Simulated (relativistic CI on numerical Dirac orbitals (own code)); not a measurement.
Eu60+: sensitivity of the levels to the model

Base calculation: Dirac-Coulomb-Breit CI, separate exchange-only KLI orbitals for each configuration, model QED (radiative potential, 1s self-energy scaled to tabulated hydrogen-like ionisation energies), unscaled Slater integrals.

Configurations in the expansion (outside the closed core 1s2): 2s, 2p, 3s, 3p, 3d, 4s, 4p, 4d, 4f, 5s, 5p, 5d, 5f, 5g, 6s, 6p, 6d. Levels of other configurations are missing.

Variants: (1) QED terms removed; (2) configuration mixing switched off. Shifts of the energy above 2s 2S_1/2, in eV, for the lowest level and the first level of each name with at least 55 % of one term (blank where a level changes its place among those of its configuration and J or its character, or is not in the variant):

```tsv
Level	Base	Δ(1)	Δ(2)
2s 2S_1/2	0.0	0.0	0.0
2p 2P°_1/2	150.1	+11.0	0.0
2p 2P°_3/2	881.8	+10.0	0.0
3s 2S_1/2	7746.2	+8.2	0.0
3p 2P°_1/2	7787.3	+11.4	0.0
3p 2P°_3/2	8005.0	+11.1	0.0
3d 2D_3/2	8016.5	+11.6	0.0
3d 2D_5/2	8080.8	+11.5	0.0
4s 2S_1/2	10409.9	+10.2	0.0
4p 2P°_1/2	10426.6	+11.5	0.0
4p 2P°_3/2	10518.0	+11.4	0.0
4d 2D_3/2	10522.9	+11.6	0.0
4d 2D_5/2	10550.1	+11.5	0.0
4f 2F°_5/2	10550.3	+11.6	0.0
```

At this charge energies of transitions that change n are usually good to better than 1 %, and those within a shell (Δn = 0) to a few per cent.

Ionisation energy from the two ground configurations alone: base 13737.6 eV; QED terms removed 13749.2 eV. The NIST ASD value (theoretical) is 13738.6 eV.
